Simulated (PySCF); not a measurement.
Computed IR spectrum (relative IR intensity) of a molecule C₄H₂Cl₃F. Geometry optimised at B3LYP-D3(BJ)/def2-SVP. One conformer was computed; it need not be the lowest. Calculation: B3LYP-D3(BJ)/def2-SVP (PySCF). Frequencies are harmonic and unscaled.

```csv
ν (cm⁻¹),relative intensity
403,5.7
533,2.8
543,4.8
825,100
832,50
905,14
1046,90
1183,12
1273,11
1452,3.6
2074,6.3
```

Q: Pick the molecule that these values belong to.
A. C=C=C(Cl)C(F)(Cl)Cl
B. F/C(Cl)=C(Cl)/C=C/Cl
C. C=C=C(F)C(Cl)(Cl)Cl
D. F/C=C(\Cl)C=C(Cl)Cl

A: A, C=C=C(Cl)C(F)(Cl)Cl
